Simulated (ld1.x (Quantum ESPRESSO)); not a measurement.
Li: one change to a TM potential, before and after

| Property | Result |
| --- | --- |
| Element | Li (Z = 3) |
| Generator | ld1.x (Quantum ESPRESSO) 7.5 |
| Type | norm-conserving Troullier–Martins (Kleinman–Bylander form) |
| Functional | LDA (PZ) |
| Relativity | scalar-relativistic |
| Frozen core | [He] |
| Valence charge | 1 |
| Reference configuration | 2s1 2p0 |
| Partial waves | 2s (bound): rc 2.85 bohr; 2p (bound, empty): rc 4.20 bohr; 3d channel at -0.15 Ry: rc 3.65 bohr |
| Local potential | all-electron potential smoothed inside 3.05 bohr (lloc = -1) |
| Core correction | none |

All-electron outer shells of the reference configuration (LDA (PZ), scalar-relativistic, ld1.x):

| shell | level (eV) | outermost node (bohr) | outermost maximum (bohr) |
| --- | --- | --- | --- |
| 1s | -51.10 | – | 0.36 |
| 2s | -2.88 | 0.84 | 3.12 |
| 2p | -1.13 | – | 3.91 |

Change: core correction a·sin(br)/r model core inside 1.62 bohr.

Cutoffs: the cutoffs (Ry, on a coarse ladder) from which the occupation-weighted sum of valence levels, in a spherical-Bessel basis at the reference potential, stays within 10 and 1 mRy of its value at 400 Ry; they do not see the model core or the augmentation charge, which bear on the density cutoff. Errors are all-electron minus pseudo energies relative to the spin-unpolarised reference configuration.

Question: What does the change do?

Answer: Both files are so soft that the ladder of cutoffs tells neither apart; of the 4 tests that both files solve, the error grows in 1 and shrinks in 3 by more than 15 % and 0.3 meV (median size 11.1 → 1.1 meV); neither file shows a bound ghost. A model core, the more so a compact one, raises the density cutoff, which this test does not measure.

| quantity | base | changed |
| --- | --- | --- |
| cutoff, loose | 6 Ry | 6 Ry |
| cutoff, tight | 6 Ry | 6 Ry |
| bound ghosts | none | none |
| error for 2s0.5 2p0, meV [ΔE 2.04 eV] | +5.8 | +0.9 |
| error for 2s0 2p1, meV [ΔE 1.75 eV] | -0.7 | -5.2 |
| error for 2s1 2p0 (spin-polarised), meV [ΔE -0.23 eV] | +20 | +1.1 |
| error for 2s0.5 2p0 (spin-polarised), meV [ΔE 1.95 eV] | +16 | +1.0 |
| s: phases at 4.57 bohr within 0.05 rad from the reference energy up to (Ry; the scan ends near 5) | 0.7 | 0.7 |
| p: phases at 4.57 bohr within 0.05 rad from the reference energy up to (Ry; the scan ends near 5) | 0.6 | 0.6 |
| d: phases at 4.57 bohr within 0.05 rad from the reference energy up to (Ry; the scan ends near 5) | 1.8 | 1.8 |
